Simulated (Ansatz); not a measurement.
Reactions of ClGaH$_{2}$O, SMILES `[OH][GaH][Cl]`.

Gas-phase electronic energies from Ansatz, PBE0-D4/def2-TZVP geometries. CBS: MP2 limit from def2 TZ/QZ plus the TZ coupled-cluster correction, frozen cores. This one scheme is used for every species, atoms too. Double bonds are as drawn, so ΔE can hold a change between cis and trans. Functionals use def2-TZVPP. Open shells (•) are unrestricted, without spin–orbit coupling. Spin–orbit coupling would lower the free atoms: a little for Cl. Elements past krypton have def2 core potentials. Bonds to Ga, In are less sure, by a few kJ/mol each and by 10 to 20 or more in all where they break to atoms, as the def2 sets lack core-valence functions. Scalar relativity is left out up to krypton. Each species was taken in one conformer, which may not be the lowest.

```tsv
reaction	r2SCAN-D4 (kcal/mol)	PBE0-D4 (kcal/mol)	CCSD/CBS(def2) (kcal/mol)	B2PLYP (kcal/mol)	CCSD(T)/CBS(def2) (kcal/mol)
`[OH][GaH][Cl]` + `BS` → `B[S][GaH][Cl]` + H₂O	-2.8	-5.1	-4.3	-1.9	-4.6
`[OH][GaH][Cl]` + `[NH2][InH2]` → `[OH][GaH][NH][InH2]` + HCl	18.5	18.5	16.1	17.5	15.3
`[OH][GaH][Cl]` + Cl• → `[OH][Ga][Cl]`• + HCl	-24.3	-23.8	-18.8	-21.7	-20.1
`[OH][GaH][Cl]` + `C/N=C(/O)C#N` → `N#[C][GaH][OH]` + `C/N=C(/O)Cl`	26.5	26.4	25.6	26.0	25.2
`[OH][GaH][Cl]` + `N=C=O` → `O=C=[N][GaH][Cl]` + H₂O	-2.7	-4.3	-5.4	-3.3	-5.0
```

Largest T1 diagnostic: 0.018, for `N=C=O`.
